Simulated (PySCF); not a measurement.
FH7OSi3, SMILES F[Si@H]([SiH3])[SiH2]O.

Geometry: PBE0-D3(BJ)/def2-SVP. The structure was generated by enumeration; whether it is a known compound was not checked. Other conformers were not sampled.

Level of theory: TDA-PBE/def2-SVPD (PySCF).

Vertical excitations. 

List the lowest excited states. (An estimate is asked for; the answer gives what the named calculation found.)


```
state  energy (eV)  λ (nm)      f                                                                main pairs
-----  -----------  ------  -----  ------------------------------------------------------------------------
S1            4.91     252  0.035                                                            HOMO→LUMO 97 %
S2            5.49     226  0.002                                                          HOMO−1→LUMO 96 %
S3            5.67     219  0.004                                                          HOMO−2→LUMO 95 %
S4            5.82     213  0.064                                                          HOMO→LUMO+1 91 %
S5            6.39     194  0.005                                      HOMO−1→LUMO+1 78 %, HOMO→LUMO+2 19 %
S6            6.50     191  0.010                   HOMO→LUMO+2 46 %, HOMO−2→LUMO+1 38 %, HOMO−1→LUMO+1 8 %
S7            6.51     190  0.005                                        HOMO−3→LUMO 67 %, HOMO→LUMO+3 25 %
S8            6.58     188  0.011                                                          HOMO−4→LUMO 82 %
S9            6.74     184  0.040  HOMO−2→LUMO+1 29 %, HOMO→LUMO+2 16 %, HOMO→LUMO+5 15 %, HOMO−3→LUMO 11 %
S10           6.78     183  0.107   HOMO→LUMO+3 39 %, HOMO−3→LUMO 13 %, HOMO→LUMO+4 13 %, HOMO−2→LUMO+1 8 %
T1            4.33     286      0                                                            HOMO→LUMO 99 %
T2            5.20     238      0                      HOMO→LUMO+1 45 %, HOMO−1→LUMO 41 %, HOMO−2→LUMO 13 %
T3            5.23     237      0                                        HOMO→LUMO+1 52 %, HOMO−1→LUMO 42 %
T4            5.36     231      0                                        HOMO−2→LUMO 81 %, HOMO−1→LUMO 17 %
```
Triplets are in the Tamm–Dancoff approximation.
